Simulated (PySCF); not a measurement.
C6H10FO (doublet state).
Cartesian coordinates in Å at the GFN2-xTB level; atoms count from 1:
```xyz
18
C6H10FO angstrom
C      2.1587   -0.2676   -0.7364
C      0.7471   -0.0617   -0.3504
C     -0.3330   -1.0740   -0.4853
C     -1.4676   -0.5332    0.3996
O     -1.3820   -0.9925    1.7232
C     -1.2895    0.9977    0.3252
F     -1.9464    1.4779   -0.7900
C      0.2171    1.2271    0.1793
H      2.2835   -1.2217   -1.2423
H      2.8215   -0.2560    0.1371
H      2.5078    0.5295   -1.3985
H     -0.0262   -2.0759   -0.1714
H     -0.6847   -1.1531   -1.5232
H     -2.4608   -0.8230    0.0492
H     -0.4847   -0.8357    2.0411
H     -1.7397    1.5042    1.1851
H      0.4053    2.0670   -0.4991
H      0.6647    1.4974    1.1450
```

The hyperfine couplings belong to this conformer and change with its torsions.

As a line formula: `C[C]1C[C@@H](O)[C@H](F)C1` [radical].

The calculation used PySCF, UKS B3LYP, pcH-1 on C F H O, non-relativistic, mean-field spin-orbit, GIAO. Geometry: GFN2-xTB, one conformer, isolated molecule. GFN2-xTB frequencies show an imaginary mode (55i cm⁻¹), so this geometry is no minimum at that level. The geometry wasn't refined by DFT: couplings that depend on bond lengths, twists or pyramidal angles can differ widely from those at the functional's own minimum. The SCF solution wasn't tested for stability.

Problem. What are g_iso and the isotropic 1H coupling of H18?

Solution. g_iso = 2.00273 and a = +112.07 MHz, or +3.998 mT (Mulliken spin population +0.05).

Problem. Take this nucleus alone (I = 1/2, g_N = 5.5857) with S = 1/2. Where do its 2 lines fall at 3.364 GHz to first order, to second order and exactly?

Solution. First order: B = B0 − a·mI with B0 = 120.011 mT. Second order subtracts a²[I(I+1) − mI²]/(2B0). The exact fields come from the Breit–Rabi levels of H = g μB B Sz − g_N μN B Iz + a S·I.

| mI | first order (mT) | second order (mT) | exact (mT) | exact − first order |
| --- | --- | --- | --- | --- |
| −1/2 | 122.010 | 121.977 | 121.978 | -0.033 |
| +1/2 | 118.012 | 117.979 | 117.978 | -0.034 |

Problem. Someone takes the midpoint and the distance of the outer exact lines at face value. What g and a result?

Solution. Their midpoint, 119.978 mT, gives an apparent g of 2.00328 (true 2.00273), and their distance over 2I an apparent |a| of 3.999 mT (true 3.998).

Problem. Give the zero-field levels of this pair of spins.

Solution. F = I ± 1/2 = 1 and 0, at a·I/2 = +28.0 MHz and −a(I+1)/2 = -84.1 MHz, that is |a|(I + 1/2) = 112.1 MHz apart; F = 0 lies lower.

Other couplings of abundant isotopes, left aside here: 1 × 1H 147 MHz, 1 × 1H 96 MHz, 1 × 1H 70 MHz, 3 × 1H 69 MHz, 1 × 1H 2 MHz, 1 × 1H 2 MHz.

Class means assume fast exchange of nuclei equivalent by connectivity; if that motion is slow, each nucleus keeps its own coupling. The three 1H nuclei of mean +68.9 MHz run from 6.2 to 116.4 MHz in the frozen geometry.

Hardware: one thread of an Arm Neoverse V2, shared host with 96 logical CPUs at a one-minute load of 34. Cost: 76 s of wall time (grids of density and orbitals included), 0.97 GiB resident at most.
